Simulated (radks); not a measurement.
Nb+, 40 electrons, occupied as [Kr] 4d4 (the NIST ground configuration).

All-electron calculation, scalar-relativistic Kohn-Sham, r2SCAN, spin-unpolarised, spherical densities, finite nucleus; meta-GGA in the generalised Kohn-Sham scheme; Fermi nuclear charge, rms radius 4.324 fm; hard spherical wall at 3.5 bohr. Program: a radial shooting solver on a logarithmic mesh with Libxc functionals.

Energy parts (hartree):
part                       energy
total                 -3819.46655
kinetic                3934.99432
electron-nucleus      -9204.93331
Hartree                1569.86240
exchange-correlation   -119.38996

Orbitals (lengths in bohr, moments of r in powers of bohr; r(90%) holds 90 % of the orbital's charge):
1s: occ. 2; eigenvalue (hartree) -692.6940; <1/r> 42.39; r(90%) 0.0647; <r^2> 0.001758
2s: occ. 2; eigenvalue (hartree) -97.26822; <1/r> 9.542; r(90%) 0.244; <r^2> 0.02941
2p: occ. 6; eigenvalue (hartree) -86.75357; <1/r> 9.272; r(90%) 0.224; <r^2> 0.02319
3s: occ. 2; eigenvalue (hartree) -16.38190; <1/r> 3.261; r(90%) 0.653; <r^2> 0.2241
3p: occ. 6; eigenvalue (hartree) -12.90981; <1/r> 3.094; r(90%) 0.673; <r^2> 0.2309
3d: occ. 10; eigenvalue (hartree) -7.25131; <1/r> 2.851; r(90%) 0.694; <r^2> 0.2265
4s: occ. 2; eigenvalue (hartree) -2.20730; <1/r> 1.150; r(90%) 1.72; <r^2> 1.566
4p: occ. 6; eigenvalue (hartree) -1.31883; <1/r> 1.012; r(90%) 1.96; <r^2> 1.967
4d: occ. 4; eigenvalue (hartree) -0.07368; <1/r> 0.7612; r(90%) 2.45; <r^2> 3.108
5s: occ. 0; eigenvalue (hartree) 0.27928; <1/r> 0.6360; r(90%) 2.86; <r^2> 4.990
5p: occ. 0; eigenvalue (hartree) 0.68248; <1/r> 0.6543; r(90%) 2.91; <r^2> 5.111
4f: occ. 0; eigenvalue (hartree) 0.99060; <1/r> 0.5345; r(90%) 2.79; <r^2> 4.579

The highest occupied level is 4d at -2.005 eV. The density falls to 0.001 e/bohr^3 at r = 3.19 bohr. The pressure on the wall is 126 GPa.
